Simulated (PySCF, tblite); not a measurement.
Isomers of C3H11FOSi2. Method: GFN2-xTB as coded in tblite; computed harmonic values from a numerical Hessian at the method's own geometry, unscaled. This tight-binding method is rough: wavenumbers can miss measured ones by several per cent, in bad cases by 10 to 20. Modes of hydrogen on silicon can be 10 to 20 % off. One conformer each.

Electronic energies: PBE0/pcSseg-1 single points on the GFN2-xTB geometries (PySCF, gas phase).

```csv
SMILES,"electronic energy, lowest = 0 (kcal/mol)"
CCO[Si@H](F)[SiH2]C,0.0
CO[C@@](F)([SiH3])C[SiH3],82.0
CO[Si@@H](F)CC[SiH3],4.1
```

Task: How do GFN2-xTB zero-point energies change the relative energies?

Result: 
| SMILES | ZPE (kcal/mol) | of it from modes above 1550 cm⁻¹ | electronic (kcal/mol) | with ZPE, lowest = 0 (kcal/mol) | lowest mode (cm⁻¹) | rings |
| --- | --- | --- | --- | --- | --- | --- |
| CCO[Si@H](F)[SiH2]C | 83.9 | 43.8 | 0.0 | 0.0 | 11i | 0 |
| CO[Si@@H](F)CC[SiH3] | 82.6 | 42.7 | 4.1 | 2.7 | 29 | 0 |
| CO[C@@](F)([SiH3])C[SiH3] | 78.3 | 40.8 | 82.0 | 76.4 | 46 | 0 |

The zero-point energies span 5.6 kcal/mol, from `CO[C@@](F)([SiH3])C[SiH3]` to `CCO[Si@H](F)[SiH2]C`. Slightly imaginary modes are left out of the zero-point energy: `CCO[Si@H](F)[SiH2]C` 11.3i cm⁻¹. The order is unchanged.

Task: And how do the electronic energies of GFN2-xTB itself compare?

Result: `CCO[Si@H](F)[SiH2]C` 0.0; `CO[Si@@H](F)CC[SiH3]` 2.1; `CO[C@@](F)([SiH3])C[SiH3]` 67.9 kcal/mol, lowest = 0. Against the energies above, taken from the same isomer `CCO[Si@H](F)[SiH2]C`, the largest difference is 14.1 kcal/mol.
